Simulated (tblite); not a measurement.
Species: C6H9NPSi (charge -1).
Numbering: `[CH3:1][SiH2:2][P-:3][c:4]1[cH:5][cH:6][n:7][cH:8][cH:9]1` (hydrogens: H10, H11, H12 on C1; H13, H14 on Si2; H15 on C5; H16 on C6; H17 on C8; H18 on C9)
Bond orders are those of one Lewis drawing.

Computed with GFN2-xTB (tblite), gas phase: L-BFGS steps from a force-field or distance-geometry start until the largest atomic force falls under 0.01 eV/Å.

Step 8: E = -674.7801 eV
```
atom  x, y, z in Å  |  force x, y, z in eV/Å
C1      3.7824   -0.4043   -0.2684    0.031   0.039  -0.004
Si2     2.1024    0.4491   -0.5813    0.083  -0.022   0.093
P3      0.7003   -0.9967    0.2137   -0.006  -0.040  -0.037
C4     -0.9231   -0.3452   -0.0425   -0.020  -0.002  -0.019
C5     -1.9549   -1.2953   -0.1627   -0.040  -0.086   0.007
C6     -3.2554   -0.9072   -0.3267   -0.050   0.042  -0.010
N7     -3.6509    0.3671   -0.3677   -0.118  -0.005  -0.011
C8     -2.6876    1.2759   -0.2315   -0.059   0.008  -0.014
C9     -1.3513    0.9952   -0.0745    0.078   0.000  -0.008
H10     4.4935   -0.2721   -1.0798   -0.082   0.086  -0.039
H11     3.6267   -1.4712   -0.1410    0.008   0.011   0.018
H12     4.2512   -0.0288    0.6359   -0.009   0.002   0.031
H13     2.0661    0.7072   -2.0438   -0.074   0.043   0.060
H14     2.2132    1.8153   -0.0070    0.011  -0.017  -0.054
H15    -1.6820   -2.3372   -0.1453   -0.027  -0.195   0.017
H16    -4.0483   -1.6424   -0.4474    0.001   0.030   0.019
H17    -3.0522    2.3017   -0.2503    0.126   0.017   0.003
H18    -0.6387    1.7953    0.0439    0.147   0.090  -0.051
```

Step 9: E = -674.7848 eV
```
atom  x, y, z in Å  |  force x, y, z in eV/Å
C1      3.7843   -0.4035   -0.2653   -0.014   0.086  -0.032
Si2     2.1041    0.4475   -0.5763    0.020  -0.063   0.077
P3      0.6999   -1.0035    0.2110    0.066  -0.039  -0.030
C4     -0.9202   -0.3507   -0.0420   -0.091   0.048  -0.048
C5     -1.9566   -1.2977   -0.1627   -0.038  -0.070   0.012
C6     -3.2563   -0.9066   -0.3272   -0.077   0.029   0.000
N7     -3.6497    0.3689   -0.3663   -0.073   0.000  -0.015
C8     -2.6824    1.2750   -0.2322   -0.097   0.006  -0.014
C9     -1.3454    0.9914   -0.0773    0.004   0.057  -0.003
H10     4.4866   -0.2641   -1.0825   -0.047   0.062  -0.022
H11     3.6268   -1.4688   -0.1404    0.027  -0.036   0.016
H12     4.2535   -0.0287    0.6381    0.011   0.007   0.034
H13     2.0604    0.7127   -2.0366   -0.064   0.023   0.037
H14     2.2161    1.8140   -0.0142    0.010   0.036   0.000
H15    -1.6895   -2.3411   -0.1442   -0.014  -0.188   0.016
H16    -4.0527   -1.6410   -0.4467    0.048   0.066   0.022
H17    -3.0476    2.3027   -0.2502    0.163  -0.037   0.003
H18    -0.6401    1.8000    0.0386    0.168   0.013  -0.052
```

Step 10: E = -674.7893 eV
```
atom  x, y, z in Å  |  force x, y, z in eV/Å
C1      3.7860   -0.4017   -0.2624   -0.039   0.087  -0.035
Si2     2.1059    0.4450   -0.5700   -0.056  -0.064   0.038
P3      0.7004   -1.0113    0.2078    0.070  -0.024  -0.024
C4     -0.9187   -0.3559   -0.0424   -0.108   0.067  -0.061
C5     -1.9588   -1.3014   -0.1625   -0.056  -0.039   0.009
C6     -3.2583   -0.9056   -0.3276   -0.038   0.017   0.019
N7     -3.6498    0.3711   -0.3652   -0.008  -0.014  -0.015
C8     -2.6784    1.2737   -0.2331   -0.066   0.013  -0.007
C9     -1.3398    0.9888   -0.0804   -0.064   0.072  -0.003
H10     4.4787   -0.2548   -1.0856   -0.009   0.039  -0.005
H11     3.6275   -1.4667   -0.1396    0.051  -0.049   0.005
H12     4.2561   -0.0285    0.6409    0.027   0.012   0.023
H13     2.0534    0.7186   -2.0285   -0.052  -0.002   0.024
H14     2.2194    1.8135   -0.0215    0.007   0.075   0.054
H15    -1.6975   -2.3483   -0.1429   -0.015  -0.115   0.014
H16    -4.0565   -1.6384   -0.4456    0.050   0.067   0.020
H17    -3.0400    2.3033   -0.2501    0.162  -0.051   0.000
H18    -0.6384    1.8048    0.0322    0.144  -0.089  -0.055
```

**Question.** Estimate the geometry and energy of step 11. (The exact step hangs on the optimiser's Hessian estimate; all steps are aligned on step 10, rigid shifts and turns removed.)

**Answer.** E = -674.7927 eV, largest force 0.201 eV/Å
```
atom  x, y, z in Å  |  force x, y, z in eV/Å
C1      3.7869   -0.3993   -0.2605   -0.041   0.050  -0.017
Si2     2.1064    0.4422   -0.5643   -0.100  -0.019   0.003
P3      0.7012   -1.0178    0.2048    0.005  -0.003  -0.019
C4     -0.9192   -0.3591   -0.0437   -0.080   0.033  -0.056
C5     -1.9614   -1.3053   -0.1621   -0.028  -0.005   0.009
C6     -3.2602   -0.9043   -0.3275   -0.003  -0.007   0.030
N7     -3.6506    0.3727   -0.3647    0.047  -0.004  -0.010
C8     -2.6762    1.2727   -0.2340   -0.015   0.009   0.000
C9     -1.3365    0.9881   -0.0828   -0.078   0.031  -0.007
H10     4.4722   -0.2467   -1.0882    0.016   0.024   0.010
H11     3.6292   -1.4653   -0.1390    0.069  -0.027  -0.010
H12     4.2586   -0.0281    0.6433    0.030   0.015   0.000
H13     2.0468    0.7233   -2.0216   -0.043  -0.021   0.018
H14     2.2220    1.8144   -0.0263    0.002   0.078   0.085
H15    -1.7042   -2.3559   -0.1415   -0.025  -0.015   0.012
H16    -4.0588   -1.6353   -0.4443    0.023   0.045   0.015
H17    -3.0309    2.3032   -0.2500    0.121  -0.019  -0.005
H18    -0.6342    1.8068    0.0260    0.099  -0.165  -0.058
```

The energy changes by -0.0034 eV. The first-order estimate −F·Δx gives -0.0049 eV and the mean of the old and new forces, exact on a quadratic surface, -0.0035 eV. The step makes an angle of 63° with the force vector and moves no atom by more than 0.011 Å.

What follows is the cost of the whole relaxation. The run took 1.1 s on Arm Neoverse V2, one thread, no GPU, shared host with 48 logical CPUs at a one-minute load of 38.
